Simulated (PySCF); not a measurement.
SnF₄, SMILES [F][Sn]([F])([F])[F].

Coordinates come from a PBE-D3(BJ)/def2-SVP optimisation. The isomer is the one that the SMILES or the coordinates give; other isomers of the formula were not compared. The def2 effective core potentials stand for the cores of Sn; spin–orbit coupling is left out.

Two levels are set side by side: TDDFT-PBE/def2-SVPD (PySCF) and TDDFT-CAM-B3LYP/def2-SVPD (PySCF). Vertical, same geometry. The lowest singlet is HOMO−2→LUMO 100 % with PBE and HOMO−2→LUMO 97 % with the other functional; states are paired by order. Differences are taken from unrounded values.

| quantity | TDDFT-PBE |
|---|---|
| lowest singlet excitation (eV) | 5.07 |
| lowest triplet excitation (TDA) (eV) | 4.74 |
| first bright state (f over 0.05) (eV) | 7.40 |
| its oscillator strength | 0.08 |

Problem. These are the TDDFT-PBE values. What does TDDFT-CAM-B3LYP give? (An estimate is asked for; the answer gives what the named calculation found.)

Solution. 
| quantity | TDDFT-CAM-B3LYP | TDDFT-PBE minus TDDFT-CAM-B3LYP |
|---|---|---|
| lowest singlet excitation (eV) | 6.47 | -1.40 |
| lowest triplet excitation (TDA) (eV) | 6.03 | -1.30 |
| first bright state (f over 0.05) (eV) | 6.88 | 0.52 |
| its oscillator strength | 0.08 | -0.01 |

A lower first singlet is the usual sign of a functional without exact exchange. Differences between two approximate levels are no errors against the true value.

Rough cost on one machine, each run with all the roots and properties that it gave: TDDFT-CAM-B3LYP against TDDFT-PBE about 6 times.
